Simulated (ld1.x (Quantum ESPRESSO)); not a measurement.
Varying the PAW potential for osmium

Base potential:

```
Element                 : Os
Generator               : ld1.x (Quantum ESPRESSO) 7.5
Type                    : PAW
Functional              : BLYP
Relativity              : fully relativistic
Frozen core             : [Xe] 4f14
Valence charge          : 8
Reference configuration : 5d6 6s2 6p0
Partial waves           : 6s (bound): rcut 1.90, rcutus 2.25 bohr; 6s channel at 2.65 Ry: rcut 1.90, rcutus 2.25 bohr; 6p (bound, empty): rcut 2.95, rcutus 3.50 bohr; 6p channel at 0.3 Ry: rcut 2.95, rcutus 3.50 bohr; 5d (bound): rcut 2.05, rcutus 2.20 bohr; 5d channel at 0.05 Ry: rcut 2.05, rcutus 2.20 bohr
Local potential         : all-electron potential smoothed inside 2.05 bohr (lloc = -1)
Core correction         : Bessel-smoothed model core inside 2.15 bohr
Augmentation charge     : PSQ, inside the norm-conserving radii
```

Open shells are filled in proportion to 2j + 1 (rel_dist='average').

All-electron outer shells of the reference configuration (BLYP, scalar-relativistic, ld1.x):

```
shell  level (eV)  outermost node (bohr)  outermost maximum (bohr)
   4f      -51.78                      –                      0.40
   5p      -50.68                   0.55                      1.03
   5d       -6.11                   0.60                      1.36
   6s       -6.06                   1.20                      2.48
   6p       -1.24                   1.44                      3.60
```

Cutoffs, loose and tight: the cutoffs (Ry, on a coarse ladder) from which the occupation-weighted sum of valence levels, in a spherical-Bessel basis at the reference potential, stays within 10 and 1 mRy of its value at 400 Ry. They do not see the model core or the augmentation charge, which bear on the density cutoff. Test errors are all-electron minus pseudo excitation energies from the reference, over the configurations 5d6 6s1 6p0; 5d6 6s0 6p0; 5d5 6s0 6p0; 5d6.5 6s1.5 6p0; 5d5 6s2 6p0; 5d7 6s1 6p0; 5d5 6s2 6p1. A dash means not determined; rows that change the core or the reference have their own tests. The largest error is taken over the tests solved by every variant that gives reliable tests at all: 5d5 6s2 6p0; 5d6 6s0 6p0; 5d6 6s1 6p0; 5d6.5 6s1.5 6p0.

Cutoffs are not given where the Bessel-basis levels miss the radial ones by over 6 mRy, ghosts where they miss by over 20 mRy; a channel whose overlap is not positive is not tested.

```csv
change,outcome,bound ghosts,largest test error (meV)
base,generated,not determined,-35
"all radii but the core radius scaled by about 0.74 (s 1.68, p 2.60, d 1.64 bohr, rcut 1.42/2.20/1.52); local potential all-electron potential smoothed inside 1.52 bohr (lloc = -1)",failed: new_paw_hamiltonian: negative rho,–,–
"all radii but the core radius scaled by about 0.93 (s 2.10, p 3.26, d 2.06 bohr, rcut 1.78/2.76/1.92); local potential all-electron potential smoothed inside 1.92 bohr (lloc = -1)",failed: run_pseudo: Errors in PS-KS equation,–,–
"all radii but the core radius scaled by about 1.06 (s 2.38, p 3.70, d 2.34 bohr, rcut 2.02/3.12/2.18); local potential all-electron potential smoothed inside 2.18 bohr (lloc = -1)",generated,not determined,-34
"all radii but the core radius scaled by about 1.16 (s 2.60, p 4.06, d 2.54 bohr, rcut 2.20/3.42/2.38); local potential all-electron potential smoothed inside 2.38 bohr (lloc = -1)",generated,not determined,-25
"all radii but the core radius scaled by about 1.32 (s 2.98, p 4.62, d 2.90 bohr, rcut 2.52/3.90/2.70); local potential all-electron potential smoothed inside 2.70 bohr (lloc = -1)",failed: new_paw_hamiltonian: negative rho,–,–
"all radii but the core radius scaled by about 1.36 (s 3.06, p 4.78, d 3.00 bohr, rcut 2.60/4.02/2.80); local potential all-electron potential smoothed inside 2.80 bohr (lloc = -1)",generated,not determined,-22
```

Problem. What comes out with this change to the base: all radii but the core radius scaled by about 1.21 (s 2.72, p 4.24, d 2.66 bohr, rcut 2.30/3.56/2.48); local potential all-electron potential smoothed inside 2.48 bohr (lloc = -1)?

Solution. outcome: generated; bound ghosts: not determined; largest test error (meV): -30.

Reading the sweep of the scale of all radii but the core radius (base = 1) (base included, trends over the rows without a ghost): The generation fails at 0.74, 0.93, 1.32.
